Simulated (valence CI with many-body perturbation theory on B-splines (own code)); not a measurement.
Run record, Ag26+

Computed by relativistic CI+MBPT: three valence electrons over a frozen Dirac-Fock core [Ar], radial functions for each j: 7 s, 7 p, 8 d, 6 f, 4 g, 1 h, with the one-electron correlation potential Σ1 (screened to all orders), the two-electron term Σ2, the three-electron term Σ3, Breit, model QED; selected single and double excitations, second order for the rest, scaled by the run's own slope (own B-spline code, finite nucleus).

Command, and the settings that its task file holds:

```sh
python run_cv.py task.json out
```

```
atom Ag  Z=47  mass_number=107  rms_radius_fm=4.5454
core [Ar]
valence 3d3
avg = 1
basis = M
beyond = 1
breit = 1
cap = 32000
capref = 2200
cscale = 1
de = 0.0
dress = 0
eps = 2e-08
extrap = 1
h = 0.27
hh = 1
l2 = 3
lcore = 6
maxit = 60
n2 = 5
natural = 1
nlev = 190
nno = [4, 4, 5, 4, 3, 1]
nroot = 40
nsp = [3, 3, 3, 2, 1, 0]
pt2 = 1
qed = 1
rpa = 1
s1 = 1
s2 = 1
s3 = 1
screen = 1
tol = 2e-05
whole = 1
```

It took 32 s on 1 thread of Intel(R) Xeon(R) Processor @ 2.30GHz (shared host).

Log. The first blocks belong to the next ion, which gives the ionisation energy. Fields: 2J, parity (1 odd), roots, reference size, generating configurations, candidates as configurations/state functions, variational space P, stored matrix elements, Davidson steps; e2 is the range of second-order energies in hartree. The first line gives the box (bohr), its intervals, the orbitals and the steps of their self-consistent field. Window is the range of levels sought, series limit the energy at which the first omitted orbital would enter, core excitation an estimate of the first excitation out of the core, left out the lowest levels not solved, and shifts from estimates the range by which levels moved from their first estimate, all in cm⁻¹.

```
rmax 4.2 intervals 59 orbitals 59 references ['3d3', '3d2 4s', '3d2 4p'] scf 3 t 1.3
2J=4 par=0 roots 2 ref 48 generators 3 cand 562/562 P 610/610 nnz 0 it 0
2J=4 par=0 roots 2 ref 48 generators 4 cand 52/52 P 662/662 nnz 0 it 0
   second order: generators 6 cand 20/20 e2 -0.00000 -0.00000
2J=6 par=0 roots 2 ref 38 generators 2 cand 539/539 P 577/577 nnz 0 it 0
2J=6 par=0 roots 2 ref 38 generators 4 cand 23/23 P 600/600 nnz 0 it 0
   second order: generators 11 cand 47/47 e2 -0.00000 -0.00000
2J=0 par=0 roots 2 ref 19 generators 2 cand 201/201 P 220/220 nnz 0 it 0
   second order: generators 4 cand 0/0 e2 -0.00000 -0.00000
reference levels 808, estimated 19, window 326850 1/cm; series limit 8740988, core excitation 1239453
2J=3 par=0 roots 5 ref 71 generators 4 cand 437/1008 P 1412/3578 nnz 3.4e+06 it 4
2J=3 par=0 roots 5 ref 71 generators 4 cand 201/444 P 1613/4022 nnz 4.2e+06 it 4
   second order: generators 5 cand 906/2294 e2 -0.00000 -0.00000
2J=5 par=0 roots 5 ref 79 generators 3 cand 604/1631 P 1411/4208 nnz 4.7e+06 it 5
2J=5 par=0 roots 5 ref 79 generators 3 cand 230/621 P 1641/4829 nnz 6.1e+06 it 4
   second order: generators 5 cand 1741/4979 e2 -0.00001 -0.00000
2J=7 par=0 roots 3 ref 66 generators 2 cand 493/1350 P 1296/3910 nnz 4.2e+06 it 3
2J=7 par=0 roots 3 ref 66 generators 2 cand 246/751 P 1542/4661 nnz 5.9e+06 it 4
   second order: generators 2 cand 152/372 e2 -0.00000 -0.00000
2J=9 par=0 roots 3 ref 49 generators 3 cand 332/854 P 1222/3387 nnz 3.2e+06 it 3
2J=9 par=0 roots 3 ref 49 generators 3 cand 198/556 P 1420/3943 nnz 4.3e+06 it 4
   second order: generators 3 cand 114/335 e2 -0.00000 -0.00000
2J=1 par=0 roots 2 ref 43 generators 2 cand 187/292 P 1222/1981 nnz 0 it 4
2J=1 par=0 roots 2 ref 43 generators 2 cand 159/257 P 1381/2238 nnz 0 it 4
   second order: generators 2 cand 103/129 e2 -0.00000 -0.00000
2J=11 par=0 roots 1 ref 25 generators 1 cand 152/425 P 931/2352 nnz 0 it 4
2J=11 par=0 roots 1 ref 25 generators 1 cand 186/487 P 1117/2839 nnz 2.3e+06 it 4
   second order: generators 1 cand 149/313 e2 -0.00000 -0.00000
left out: unestimated 4496791, estimated none, shifts from estimates -0 to 6
operators 1.9
```

The Davidson iterations converged.

The last digits are not significant, and no measured levels were compared; by estimate large intervals hold to a few tenths of a per cent, small ones and those within an open d or f shell to about a per cent. Only levels of the ground parity were solved; by the run's estimate the other parity begins above the list, which can be wrong where configurations are misplaced.

* Valence energy: -160.9608 hartree
* Ionisation energy: 1382.7 eV (NIST: 1382 ± 4 eV (theoretical))
* Reference configurations for the orbitals: 3d3, 3d2 4s, 3d2 4p
* Radial orbitals: 59
* Box radius: 4.245 bohr
* Largest variational space: 4829
* Lowest levels: 3d³ ⁴F_3/2 0.0, 3d³ ⁴F_5/2 36321, 3d³ ⁴F_7/2 62856, 3d³ ⁴F_9/2 78532, 3d³ ⁴P_3/2 79581, 3d³ ⁴P_1/2 92641, 3d³ ²G_7/2 124560, 3d³ ²H_9/2 130480, 3d³ ⁴P_5/2 135260, 3d³ ²D_3/2 [a] 152490, 3d³ ²P_1/2 162130, 3d³ ²H_11/2 173300, 3d³ ²D_5/2 [a] 186240, 3d³ ²G_9/2 202050 cm⁻¹

Names give the largest LS component (configuration and term), which can be under half, so a name can repeat, a term be missing and a line seem to break the LS rules; names also repeat where a configuration has a term twice. Letters in brackets count levels of one name in rising energy.
